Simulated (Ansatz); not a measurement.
```xyz
10

C    -0.0022    0.0013   -0.7179
C    -0.0028   -0.0016    0.7180
C    -0.0075    1.1093   -1.4824
C    -0.0076   -1.1109    1.4835
H    -0.0087   -0.9725   -1.2219
H     0.0012    0.9691    1.2131
H    -0.0023    1.0770   -2.5718
H    -0.0038    2.1157   -1.0273
H    -0.0062   -1.0627    2.5633
H    -0.0042   -2.1042    1.0132
```

Basis set: STO-3G (spherical functions). Correlated methods keep 4 orbitals frozen. Charge 0, multiplicity 1.

Computed with Ansatz (development build ahead of 0.2.0); each method stands on the lowest determinant of its kind that the runs found. Restricted open shells among the atoms or ions are ROHF, correlated in semicanonical orbitals with singles.

Question: Give the atomization energy at this shape (free ground-state atoms in the same class of orbitals less the molecule, no zero-point energy) of singlet C4H6 by RHF-MP2, RHF.

Answer:

```json
{"method": "RHF-MP2", "atomization energy": "44.17 eV"}
{"method": "RHF", "atomization energy": "38.67 eV"}
```

This basis has no polarisation functions and is too small for such energies, which can lie far from measured ones in either direction.
